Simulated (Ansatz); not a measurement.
`O[Si@H](F)[Si@@H](O)F` → 2 `O[SiH]F`•  (homolysis of the Si–Si bond)

Isolated molecules relaxed with PBE0-D4/def2-TZVP in Ansatz; ΔE leaves out vibrations. CCSD(T)/CBS is the MP2 limit (def2-TZVPP, def2-QZVPP) plus CCSD(T) − MP2 in def2-TZVPP, frozen cores. Functionals use def2-TZVPP. B3LYP here is the variant with VWN-RPA as its local correlation; programs differ in this. No spin–orbit coupling; open shells (•) take unrestricted orbitals. One conformer a species, not always the lowest.

```tsv
level	ΔE (eV)
r2SCAN-D4	3.21
B3LYP	3.16
HF/def2-TZVPP	2.57
HF/CBS(def2)	2.54
```

Task: What does CCSD(T)/CBS give? (Estimate.)

Result: Computed: +3.54 eV. The listed levels differ from it by -0.33, -0.38, -0.97, -1.00 eV.

Largest T1 diagnostic among the species: 0.014.

The D4 term adds +0.16 eV with B3LYP and +0.09 eV with PBE0; it sums over pairs of atoms, weighted by their polarisabilities, and B3LYP, whose exchange is more repulsive, gets the larger term. From PBE to PBE0 (25 % exact exchange), in def2-TZVPP and without D4, ΔE moves by +0.09 eV. In def2-TZVPP, CCSD(T) changes the Hartree–Fock value by +0.87 eV (the triples alone add +0.05 eV) and MP2 by +0.83 eV; breaking electron pairs costs correlation energy, which Hartree–Fock lacks.

CCSD(T)/CBS has its own doubt, a few kJ/mol and more with outer-core shells, so smaller differences from it don't rank the levels.
